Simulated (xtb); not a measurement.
C₂H₆Be, charge -1, doublet, at a GFN2-xTB geometry (such geometries of metal compounds can be far from the true shape) (a state made from the parent by changing its charge; the spin is typed, not shown lowest); GFN0-xTB in xtb 6.7.1.

Input for xtb:
```
$ xtb mol.xyz --gfn 0 --chrg -1 --uhf 1 --json

# file mol.xyz
9

Be    -0.49330245     0.64118837    -0.51611087
C      1.24574494     0.06247317    -0.90022893
H      1.26363474    -1.03342580    -1.01743396
H      1.91122315     0.26905777    -0.04599114
H      1.79075906     0.44963440    -1.78247158
C     -1.12804535    -0.21545763     1.02337050
H     -1.11134760    -1.30872602     0.88284988
H     -2.13882794     0.00278119     1.41830932
H     -0.44842916    -0.02616823     1.87033152
```

It wrote (shortened):

```
   ID    Z sym.   atoms
    1    4 Be     1
    2    6 C      2, 6
    3    1 H      3-5, 7-9

           -------------------------------------------------
          |                Calculation Setup                |
           -------------------------------------------------

           -------------------------------------------------
          |                 G F N 0 - x T B                 |
           -------------------------------------------------

          ...................................................
          :                      SETUP                      :
          :.................................................:
          :  # basis functions                  24          :
          :  # atomic orbitals                  24          :
          :  # shells                           18          :
          :  # electrons                        17          :
          :  electronic temp.          300.0000000     K    :
          :  accuracy                    1.0000000          :
          :  -> integral cutoff          0.2500000E+02      :
          :  -> integral neglect         0.1000000E-07      :
          ...................................................

         :::::::::::::::::::::::::::::::::::::::::::::::::::::
         ::                     SUMMARY                     ::
         :::::::::::::::::::::::::::::::::::::::::::::::::::::
         :: total energy              -9.694562933331 Eh    ::
         :: gradient norm              0.025870276505 Eh/a0 ::
         :: HOMO-LUMO gap              4.103966834176 eV    ::
         ::.................................................::
         :: H0 energy                 -8.700476332098 Eh    ::
         :: repulsion energy           0.107535141486 Eh    ::
         :: electrostat energy        -1.099742234488 Eh    ::
         :: -> Gsolv                   0.000000000000 Eh    ::
         ::    -> Gsasa                0.000000000000 Eh    ::
         ::    -> Gshift               0.000000000000 Eh    ::
         :: dispersion energy         -0.001879508230 Eh    ::
         :: short-range corr.          0.000000000000 Eh    ::
         :: add. restraining           0.000000000000 Eh    ::
         :: total charge              -1.000000000000 e     ::
         :::::::::::::::::::::::::::::::::::::::::::::::::::::

           -------------------------------------------------
          |                Property Printout                |
[...]
        24                          0.4136925              11.2571
      -------------------------------------------------------------
                  HL-Gap            0.1508180 Eh            4.1040 eV
             Fermi-level            0.0000000 Eh            0.0000 eV

     #   Z          covCN         q      C6AA      α(0)
     1   4 Be       1.626    -0.052    42.113    13.986
     2   6 C        3.581    -0.432    34.539     8.613
     3   1 H        0.923    -0.002     3.093     2.750
     4   1 H        0.923    -0.002     3.102     2.754
     5   1 H        0.922    -0.038     3.808     3.052
     6   6 C        3.581    -0.432    34.539     8.613
     7   1 H        0.923    -0.002     3.102     2.754
     8   1 H        0.922    -0.038     3.808     3.052
     9   1 H        0.923    -0.002     3.093     2.750

 Mol. C6AA /au·bohr⁶  :        830.285845
 Mol. C8AA /au·bohr⁸  :      20245.476810
 Mol. α(0) /au        :         48.324749

Wiberg/Mayer (AO) data.
largest (>0.10) Wiberg bond orders for each atom

 ---------------------------------------------------------------------------
     #   Z sym  total        # sym  WBO       # sym  WBO       # sym  WBO
 ---------------------------------------------------------------------------
     1   4 Be   1.390 --     2 C    0.652     6 C    0.652
     2   6 C    3.571 --     5 H    0.978     3 H    0.966     4 H    0.966
                             1 Be   0.652
     3   1 H    0.986 --     2 C    0.966
     4   1 H    0.986 --     2 C    0.966
     5   1 H    0.986 --     2 C    0.978
     6   6 C    3.571 --     8 H    0.978     9 H    0.966     7 H    0.966
                             1 Be   0.652
     7   1 H    0.986 --     6 C    0.966
     8   1 H    0.986 --     6 C    0.978
     9   1 H    0.986 --     6 C    0.966
 ---------------------------------------------------------------------------

Topologies differ in total number of bonds
Writing topology from bond orders to xtbtopo.mol

 dipole moment from electron density (au)
     X       Y       Z
   0.3534  -0.4593   0.3697  total (Debye):    1.747

           -------------------------------------------------
          | TOTAL ENERGY               -9.694562933331 Eh   |
          | GRADIENT NORM               0.025870276505 Eh/α |
          | HOMO-LUMO GAP               4.103966834176 eV   |
           -------------------------------------------------

normal termination of xtb
```
